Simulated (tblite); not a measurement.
Start geometry of `C[Si@@]([SiH3])(C#N)C[SiH3]` from a force field or distance geometry (Å):
```
atom  x, y, z in Å
C1     0.0541    0.0757    1.8914
Si2   -0.5732    0.3808    0.1523
Si3   -2.1371   -1.1014   -0.4586
C4    -1.3738    2.0165    0.1325
N5    -1.9032    3.0561    0.1189
C6     0.7359    0.3927   -1.1279
Si7    2.3281   -0.4059   -0.6347
H8    -0.4467   -0.7535    2.4172
H9     1.1653   -0.0337    1.8706
H10   -0.1353    1.0193    2.4823
H11   -1.8226   -2.4427    0.0210
H12   -2.2051   -1.0690   -1.9289
H13   -3.4206   -0.5729    0.0802
H14    0.3760   -0.0889   -2.0389
H15    0.9691    1.4573   -1.3624
H16    2.6912   -1.3683   -1.6888
H17    2.2900   -1.1641    0.6066
H18    3.3991    0.6084   -0.5445
```

**Question.** What comes out of this run: tblite 0.8.0, GFN2-xTB geometry optimisation, gas phase?

**Answer.** 
```
atom  x, y, z in Å
C1     0.0533    0.5743    1.9722
Si2   -0.5586    0.4923    0.1678
Si3   -2.0290   -1.2552   -0.2533
C4    -1.4456    2.1303   -0.0906
N5    -2.0052    3.1147   -0.2712
C6     0.9314    0.5875   -1.0279
Si7    2.1603   -0.8588   -0.9195
H8     0.5883   -0.3336    2.2362
H9     0.7265    1.4120    2.1349
H10   -0.7762    0.6815    2.6658
H11   -1.5380   -2.5068    0.3323
H12   -2.1976   -1.4863   -1.6906
H13   -3.3593   -1.0123    0.3098
H14    0.5527    0.6420   -2.0499
H15    1.4720    1.5203   -0.8602
H16    3.2122   -0.6900   -1.9243
H17    1.4363   -2.1116   -1.1564
H18    2.7679   -0.8940    0.4131
```

The energy falls by 63.7 kJ/mol over 148 L-BFGS steps, the largest force on an atom goes from 3.48 to 0.010 eV/Å, and the atoms move by 0.942 Å rms after alignment. Among the bonds, Si2–Si3 and Si2–C6 change most and about equally (+0.082 to +0.083 Å). Bonds longer at the end by more than 0.005 Å: 7 of 17; shorter: 9. Among the angles that change most is Si2–Si3–H13, from 105.6° to 112.4°. Among the dihedrals that turn most is H8–C1–Si2–C4, from 114° to 180°. Rotational constants go from 1641, 965.3, 785.7 to 1541, 926.8, 750.2 MHz. The orientation of the end geometry is arbitrary; only internal coordinates are fixed.

Time: 2.2 s of wall time. Hardware: one thread of an Arm Neoverse N1, no GPU, shared host.

Its GFN2-xTB frequencies are all real (lowest 29 cm⁻¹). One conformer, not necessarily the lowest.

These are computed values.
